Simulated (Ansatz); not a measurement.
Start from `BN[SiH3]` and change one atom or group to get `BN[SiH2]OC`.

Ansatz, PBE0-D4/def2-TZVP geometries, multiplicity 1. Each molecule was computed in one conformer, which needn't be the lowest.

| property | `BN[SiH3]` |
| --- | --- |
| HOMO energy (PBE0/def2-TZVPP) / eV | -8.52 |
| size of the dipole moment (B3LYP/def2-TZVPP) / D | 1.39 |
| LUMO energy (PBE/def2-TZVPP) / eV | -1.15 |
| HOMO–LUMO gap (PBE0/def2-TZVPP) / eV | 8.35 |
| LUMO energy (B3LYP/def2-TZVPP) / eV | -0.40 |
| HOMO energy (B3LYP/def2-TZVPP) / eV | -8.30 |

Q: Give the same properties after the change, and the shifts. (Estimate.)

A: Computed: 
```json
{"property": "HOMO energy (PBE0/def2-TZVPP) / eV", "`BN[SiH2]OC`": "-8.22", "shift": "0.30"}
{"property": "size of the dipole moment (B3LYP/def2-TZVPP) / D", "`BN[SiH2]OC`": "2.08", "shift": "0.69"}
{"property": "LUMO energy (PBE/def2-TZVPP) / eV", "`BN[SiH2]OC`": "-1.17", "shift": "-0.02"}
{"property": "HOMO–LUMO gap (PBE0/def2-TZVPP) / eV", "`BN[SiH2]OC`": "8.05", "shift": "-0.30"}
{"property": "LUMO energy (B3LYP/def2-TZVPP) / eV", "`BN[SiH2]OC`": "-0.39", "shift": "0.01"}
{"property": "HOMO energy (B3LYP/def2-TZVPP) / eV", "`BN[SiH2]OC`": "-8.00", "shift": "0.30"}
```

Dipoles are sizes alone; their direction can turn.

B3LYP here is the variant with VWN-RPA as its local correlation; programs differ in this.
